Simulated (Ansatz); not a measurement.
Basis-set series for CH5AsS (`CS[AsH2]`). Total charge 0; spin multiplicity 1. Geometry: relaxed with PBE0-D4/def2-TZVP.

| functional | basis | functions | energy (Eh) | HOMO (eV) | LUMO (eV) |
| --- | --- | --- | --- | --- | --- |
| PBE0-D4 | def2-SVP | 89 | -2674.29397 | -6.63 | -0.25 |
| PBE0-D4 | def2-QZVPP | 366 | -2674.82018 | -6.76 | -0.64 |
| ωB97M-V | def2-SVP | 89 | -2674.56671 | -8.79 | 1.78 |
| ωB97M-V | def2-QZVPP | 366 | -2675.09304 | -8.95 | 1.09 |

(1) Give the rows for def2-TZVPP. (Estimate.)

## Answers

(1) Computed: 
```
functional       basis  functions  energy (Eh)  HOMO (eV)  LUMO (eV)
   PBE0-D4  def2-TZVPP        191  -2674.75721      -6.73      -0.48
   ωB97M-V  def2-TZVPP        191  -2675.03164      -8.92       1.43
```

Positive LUMOs are unbound and depend on the basis. Scalar relativity is left out up to krypton.
